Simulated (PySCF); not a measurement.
C5H12Ge.
Numbering: `[CH2:1]1[CH2:2][CH2:3][GeH2:4][CH2:5][CH2:6]1` (hydrogens: H7, H8 on C1; H9, H10 on C2; H11, H12 on C3; H13, H14 on Ge4; H15, H16 on C5; H17, H18 on C6)

Method: PySCF 2.14.0, PBE0-D3(BJ)/def2-SVP geometry optimisation, gas phase.

Problem. Give the optimised bond lengths and angles.

Solution. 
| bond | length (bohr) | order |
| --- | --- | --- |
| C1–C2, C1–C6 | 2.892 | single |
| C2–C3, C5–C6 | 2.892 | single |
| C3–Ge4, Ge4–C5 | 3.707 | single |
| C1–H7, C1–H8 | 2.087 | single |
| C2–H9 and 3 like bonds | 2.088 | single |
| C3–H11 and 3 like bonds | 2.083 | single |
| Ge4–H13, Ge4–H14 | 2.919 | single |

Bonds in one row agree within 0.02 bohr and their mean is given. Orders are formal, as drawn. A selection of angles:
| angle | degrees |
| --- | --- |
| C2–C1–C6 | 115.2 |
| C2–C1–H7 | 109.2 |
| H7–C1–H8 | 105.8 |
| C1–C2–C3 | 114.5 |
| C1–C2–H9 | 108.8 |
| C3–C2–H9 | 109.4 |
| H9–C2–H10 | 105.5 |
| C2–C3–Ge4 | 110.3 |
| C2–C3–H11 | 110.1 |
| C2–C3–H12 | 111.2 |
| Ge4–C3–H11 | 107.7 |
| Ge4–C3–H12 | 110.8 |
| H11–C3–H12 | 106.7 |
| C3–Ge4–C5 | 102.7 |
| C3–Ge4–H13 | 112.5 |
| C3–Ge4–H14 | 110.0 |
| H13–Ge4–H14 | 109.0 |

Dihedral angles: C6–C1–C2–C3 -67° (synclinal); C1–C2–C3–Ge4 55° (synclinal); C2–C3–Ge4–C5 -43° (synclinal); C3–Ge4–C5–C6 43° (synclinal); Ge4–C5–C6–C1 -56° (synclinal); C2–C1–C6–C5 67° (synclinal).

Ge4 (germanium bonded to 2 C and 2 H) is distorted tetrahedral (angles from 102.7° to 112.5°). The 6-membered ring C1–C2–C3–Ge4–C5–C6 has internal angles of 102.7° to 115.2°; it is puckered, 0.24 Å rms from its mean plane, widest ring torsion 67°. All 4 C–C bonds measure 1.530 to 1.531 Å.

Point group: Cs (tolerance 0.08 Å). Not checked by PBE0-D3(BJ)/def2-SVP frequencies. One conformer, not necessarily the lowest.
